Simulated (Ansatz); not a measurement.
`[F][Hf]([F])([Cl])[Br]`. The species carries charge 0 and has multiplicity 1. Hf takes the def2 core potential. The structure was optimised at the PBE0-D4/def2-TZVP level.

```xyz
5

F     0.620   -1.463    1.127
Hf   -0.059   -0.063    0.063
F    -1.926   -0.279   -0.068
Cl    0.410    1.977    1.084
Br    0.956   -0.171   -2.206
```

Q: What is the dipole moment at ωB97M-V/def2-TZVPP? (Estimate.)

A: The calculation gave: 0.03 D, zero by symmetry or nearly so.

Q: Give the Mulliken charges with ωB97M-V, r2SCAN, PBE in def2-TZVPP. (Best estimate.)

A: The calculation gave: 
```tsv
atom	ωB97M-V	r2SCAN	PBE
F1	-0.30	-0.31	-0.26
Hf2	1.02	1.10	0.94
F3	-0.30	-0.31	-0.26
Cl4	-0.21	-0.25	-0.21
Br5	-0.20	-0.23	-0.20
```

Program: Ansatz 0.2.0.
